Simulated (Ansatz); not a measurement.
Reactions of `C=C=C(C)S`.

Gas-phase electronic energies from Ansatz, PBE0-D4/def2-TZVP geometries. CBS: MP2 limit from def2 TZ/QZ plus the TZ coupled-cluster correction, frozen cores. This one scheme is used for every species. DFT in def2-TZVPP. For Ge, Se outer-core shells are correlated without core-valence functions, which leaves a few kJ/mol of doubt a bond. Scalar relativity is left out up to krypton. Each species was taken in one conformer, which may not be the lowest.

| reaction | PBE0-D4 (eV) | CCSD(T)/CBS(def2) (eV) |
| --- | --- | --- |
| `C=C=C(C)S` + `[OH][GeH]([OH])[Cl]` → `C[O][GeH]([OH])[Cl]` + `C=C=CS` | 0.72 | 0.73 |
| `C=C=C(C)S` + HCl → `C=C=C(C)Cl` + H₂S | 0.18 | 0.19 |
| `C=C=C(C)S` + `ClB(Cl)[SeH]` → `C[Se]B(Cl)Cl` + `C=C=CS` | 0.10 | 0.10 |
| `C=C=C(C)S` + H₂ → `C=C=CC` + H₂S | -0.61 | -0.63 |

Largest T1 diagnostic: 0.013, for `C=C=CS`.
